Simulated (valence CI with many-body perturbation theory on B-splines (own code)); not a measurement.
The numbers below are computed, except where a source is named.
Run record, Eu13+

Level of theory: configuration interaction combined with many-body perturbation theory (CI+MBPT): four valence electrons over a frozen Dirac-Fock core [Kr] 4d10, radial functions for each j: 8 s, 8 p, 9 d, 9 f, 6 g, 3 h, 2 i, with the one-electron correlation potential Σ1 (screened to all orders), the two-electron term Σ2, the three-electron term Σ3, Breit, model QED; selected single and double excitations, second order for the rest (own B-spline code, finite nucleus).

Command, and the settings that its task file holds:

```sh
python run_cv.py task.json out
```

```
atom Eu  Z=63  mass_number=153  rms_radius_fm=5.1115
core [Kr] 4d10
valence 4f2 5s2
avg = 1
basis = L
breit = 1
cap = 40000
capref = 1200
cscale = 1
de = 0.0
dress = 0
eps = 2e-08
h = 0.27
hh = 1
l2 = 3
lcore = 6
maxit = 60
n2 = 5
natural = 1
nlev = 60
nno = [5, 5, 6, 7, 5, 3, 2]
nroot = 26
nsp = [3, 3, 3, 2, 1, 0, 0]
pt2 = 1
qed = 1
rpa = 1
s1 = 1
s2 = 1
s3 = 1
screen = 1
tol = 2e-05
```

(1) Roughly how long does this run take on one core of Arm Neoverse V2, and how much memory?

Log. The first blocks belong to the next ion, which gives the ionisation energy. Fields: 2J, parity (1 odd), roots, reference size, generating configurations, candidates as configurations/state functions, variational space P, stored matrix elements, Davidson steps; e2 is the range of second-order energies in hartree. The first line gives the box (bohr), its intervals, the orbitals and the steps of their self-consistent field. Window is the range of levels sought, series limit the energy at which the first omitted orbital would enter, core excitation an estimate of the first excitation out of the core, left out the lowest levels not solved, and shifts from estimates the range by which levels moved from their first estimate, all in cm⁻¹.

```
rmax 10.7 intervals 62 orbitals 82 references ['4f2 5s2', '4f3 5s', '4f 5s2 5p', '4f2 5s 5p', '4f4'] scf 6 t 1.6
2J=9 par=1 roots 2 ref 30 generators 4 cand 3300/12197 P 1009/3996 nnz 4.9e+06 it 5
2J=9 par=1 roots 2 ref 30 generators 11 cand 8429/29772 P 1901/7484 nnz 1.4e+07 it 6
   second order: generators 17 cand 11826/42017 e2 -0.00004 -0.00002
2J=7 par=0 roots 2 ref 53 generators 3 cand 4627/14835 P 1387/4000 nnz 3.4e+06 it 5
2J=7 par=0 roots 2 ref 53 generators 16 cand 14423/50034 P 2706/8416 nnz 1.4e+07 it 5
   second order: generators 31 cand 22816/76233 e2 -0.00005 -0.00003
2J=11 par=1 roots 2 ref 20 generators 3 cand 3087/10689 P 1021/3999 nnz 4.8e+06 it 5
2J=11 par=1 roots 2 ref 20 generators 12 cand 9083/30443 P 2177/8121 nnz 1.7e+07 it 6
   second order: generators 18 cand 10516/35158 e2 -0.00003 -0.00001
reference levels 825, estimated 92, window 76306 1/cm; series limit 1346278, core excitation 1109162
2J=8 par=0 roots 4 ref 96 generators 18 cand 26884/313541 P 1428/7994 nnz 8.7e+06 it 8
2J=8 par=0 roots 4 ref 96 generators 34 cand 59473/809894 P 4580/34521 nnz 1.3e+08 it 9
   second order: generators 74 cand 106546/1411814 e2 -0.00045 -0.00027
2J=10 par=0 roots 2 ref 72 generators 9 cand 23276/237876 P 891/7998 nnz 1.2e+07 it 5
2J=10 par=0 roots 2 ref 72 generators 15 cand 42003/490581 P 2882/27885 nnz 1.1e+08 it 8
   second order: generators 35 cand 88325/1073387 e2 -0.00041 -0.00038
2J=4 par=0 roots 3 ref 89 generators 12 cand 23623/197418 P 1910/7992 nnz 8.6e+06 it 6
2J=4 par=0 roots 3 ref 89 generators 28 cand 44715/443947 P 5423/30315 nnz 8.7e+07 it 8
   second order: generators 64 cand 96484/959340 e2 -0.00025 -0.00019
2J=12 par=0 roots 3 ref 60 generators 11 cand 18913/178625 P 1273/7994 nnz 1e+07 it 8
2J=12 par=0 roots 3 ref 60 generators 21 cand 39735/464609 P 4040/31429 nnz 1.3e+08 it 9
   second order: generators 53 cand 96693/1181100 e2 -0.00040 -0.00025
2J=6 par=0 roots 1 ref 86 generators 7 cand 24068/237017 P 1367/7990 nnz 1.1e+07 it 5
2J=6 par=0 roots 1 ref 86 generators 13 cand 42840/485342 P 3117/21083 nnz 5.8e+07 it 6
   second order: generators 30 cand 86146/987050 e2 -0.00026 -0.00026
2J=8 par=1 roots 10 ref 50 generators 4 cand 7945/87657 P 843/7997 nnz 1e+07 it 10
2J=8 par=1 roots 10 ref 50 generators 17 cand 28665/413750 P 2995/31355 nnz 1.3e+08 it 10
   second order: generators 55 cand 81335/1191594 e2 -0.00092 -0.00042
2J=10 par=1 roots 10 ref 39 generators 4 cand 7836/83858 P 928/7997 nnz 1e+07 it 10
...
2J=6 par=1 roots 8 ref 54 generators 15 cand 22777/312255 P 3197/31373 nnz 1.3e+08 it 13
   second order: generators 59 cand 84703/1122316 e2 -0.00075 -0.00038
2J=0 par=1 roots 2 ref 11 generators 2 cand 6276/13656 P 3053/6723 nnz 7.2e+06 it 4
2J=0 par=1 roots 2 ref 11 generators 9 cand 19076/53826 P 4707/10949 nnz 1.6e+07 it 5
   second order: generators 27 cand 63051/179175 e2 -0.00012 -0.00010
2J=18 par=1 roots 1 ref 1 generators 1 cand 3907/26468 P 1561/8000 nnz 1.1e+07 it 4
2J=18 par=1 roots 1 ref 1 generators 5 cand 13270/107787 P 2633/15013 nnz 3.8e+07 it 5
   second order: generators 19 cand 47745/427413 e2 -0.00015 -0.00015
left out: unestimated 101182, estimated 85543, shifts from estimates -148 to 149
operators 5.4
```

The Davidson iterations converged.

No measured levels were compared; by estimate terms of the open shell hold to a few per cent of their energy, and close levels can change places; configurations with another count of f electrons can be misplaced by thousands of cm⁻¹. Core correlation moves these levels by up to 37000 cm⁻¹, and in measured spectra 5 to 20 % of such shifts remained as error; rates that hang on mixing are uncertain with them.

```yaml
Valence_energy: -43.92775 hartree
Ionisation_energy: "258.82 eV (NIST: 263 ± 14 eV (theoretical))"
Reference_configurations_for_the_orbitals: 4f2 5s2, 4f3 5s, 4f 5s2 5p, 4f2 5s 5p, 4f4
Radial_orbitals: 82
Box_radius: 10.67 bohr
Largest_variational_space: 34521
Lowest_levels: 4f2 5s2 3H_4 0.0, 4f2 5s2 3H_5 5671, 4f2 5s2 3F_2 9362, 4f2 5s2 3H_6 11277, 4f2 5s2 3F_3 13239, 4f2 5s2 3F_4 13701, 4f2 5s2 1G_4 21119, 4f3 5s 5I°_4 22449, 4f3 5s 5I°_5 24859, 4f3 5s 5I°_6 27845, 4f3 5s 5I°_7 31166, 4f2 5s2 1D_2 32539, 4f3 5s 5I°_8 34682, 4f2 5s2 3P_0 39059 cm⁻¹
```

Names give the largest LS component (configuration and term), which can be under half, so a name can repeat, a term be missing and a line seem to break the LS rules; names also repeat where a configuration has a term twice.

## Answers

(1) 7.4 min on 1 thread of Arm Neoverse V2, with other jobs on the host, peak memory 1.4 GiB.
